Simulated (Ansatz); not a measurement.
Two isomers of C4H7ClSi: A = `C=C[SiH](Cl)C=C`, B = `C=C=C([SiH3])CCl`.

Isolated molecules relaxed with PBE0-D4/def2-TZVP in Ansatz; ΔE leaves out vibrations. CBS: MP2 limit from def2 TZ/QZ plus the TZ coupled-cluster correction, frozen cores. DFT in def2-TZVPP. B3LYP here is the variant with VWN-RPA as its local correlation; programs differ in this. One conformer a species, not always the lowest.

Which is lower in electronic energy at CCSD(T)/CBS, and by how much? (Best estimate.)

The calculation gave: A, by 52.4 kcal/mol.

Give E(B) − E(A) in kcal/mol with PBE-D4, HF/def2-TZVPP, ωB97M-V, B3LYP, CCSD/def2-TZVPP, CCSD(T)/def2-TZVPP, B2PLYP. (An estimate is asked.)

The calculation gave: PBE-D4 45.9, HF/def2-TZVPP 54.4, ωB97M-V 51.0, B3LYP 48.8, CCSD/def2-TZVPP 52.0, CCSD(T)/def2-TZVPP 51.2, B2PLYP 50.2. None reverses the order clearly.

Largest T1 diagnostic: 0.012.

From PBE to PBE0 (25 % exact exchange), in def2-TZVPP and without D4, E(B) − E(A) moves by +2.6 kcal/mol. In def2-TZVPP, CCSD(T) changes the Hartree–Fock value by −3.2 kcal/mol (the triples alone add −0.7 kcal/mol) and MP2 by −2.9 kcal/mol.
